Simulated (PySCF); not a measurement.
# B³⁺ (boron, charge +3): UHF calculation

Configuration: 1s2, closed-shell 1S. All numbers are calculated (PySCF 2.14, scalar relativity by spin-free X2C-1e, in x2c-QZVPPall with one added diffuse shell each of s, p, d, f type (8s5p4d3f1g, 73 functions)).

| Property | Result |
| --- | --- |
| Total energy | -21.992435 hartree |
| One-electron energy | -24.8965 hartree |
| Hartree (Coulomb) energy | 5.8082 hartree |
| Exchange energy | -2.9041 hartree |
| ⟨S²⟩ | 0.0000 |
| ⟨L²⟩ | 0.000 |
| Sum of ⟨r⟩ | 0.6486 bohr |
| Sum of ⟨r²⟩ | 0.2835 bohr² |
| Langevin diamagnetic susceptibility | -0.225 ×10⁻⁶ cm³/mol |

| shell | electrons | mean orbital energy (eV) | rms radius, mean of both spins (bohr) |
| --- | --- | --- | --- |
| 1s | 2 | -259.71 | 0.377 |
